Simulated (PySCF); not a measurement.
Computed shifts of a molecule C4H7BFN, PySCF with PBE0/pcSseg-1, GIAO, gas phase, equivalent atoms averaged, in ppm (number of nuclei): ¹⁹F: -305.6 (1). ¹³C: 163.3 (1), 140.9 (1), 80.7 (1), 59.5 (1). ¹⁵N: 129.3 (1). ¹H: 7.63 (1), 6.68 (1), 5.19 (1), 5.16 (2), 4.25 (2). References: ¹⁹F against CFCl3 (σ = 167.2 ppm); ¹³C against TMS (σ = 186.3 ppm); ¹¹B against BF3 (σ = 88.8 ppm); ¹⁵N against NH3 (σ = 267.4 ppm); ¹H against TMS (σ = 31.56 ppm), references at their B3LYP-D3(BJ)/def2-TZVP geometries, non-relativistic. Geometry: PBE0-D3(BJ)/def2-SVP. One conformer was computed; it need not be the lowest.

Which molecule gave these data?
A. FCB1C=CCN1
B. FB1CC=CCN1
C. NB1CC=C(F)C1
D. C=C/C=C/B(N)F

A, FCB1C=CCN1
